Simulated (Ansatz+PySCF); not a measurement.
# singlet BeH₂: levels of theory in one basis

```xyz
3

H     0.0167   -0.0469   -1.3340
Be    0.0020    0.0104   -0.0489
H    -0.0145    0.0393    1.3664
```

Basis set: def2-SVP (spherical functions). All electrons are correlated. Charge 0, multiplicity 1.

Computed with Ansatz (development build ahead of 0.2.0); each method stands on the lowest determinant of its kind that the runs found. NEVPT2 correlates all electrons. Active spaces start from the frontier orbitals, and the lowest solution found is given.

| method | E − E(RHF) (eV) | <S²> of the determinant |
| --- | --- | --- |
| RHF | 0.00 | 0.00 |
| RHF-MP2 | -1.20 | – |
| RHF-CCSD | -1.59 | – |
| RHF-CCSD(T) | -1.60 | – |
| CASSCF(4,6) | -0.99 | – |

Task: What does SC-NEVPT2(4,6) give on the same scale?

Result: -1.37 eV. NEVPT2 here correlates all electrons, so it doesn't share the others' frozen core.

Task: Is a single determinant a sound starting point here?

Result: By this sign, yes. Unrestricted orbitals gain 0.00 eV and <S²> is 0.00 against 0.00 for a pure state. The CASSCF(4,6) natural occupations are 1.98, 1.97, 0.03, 0.01, 0.01, 0.00.
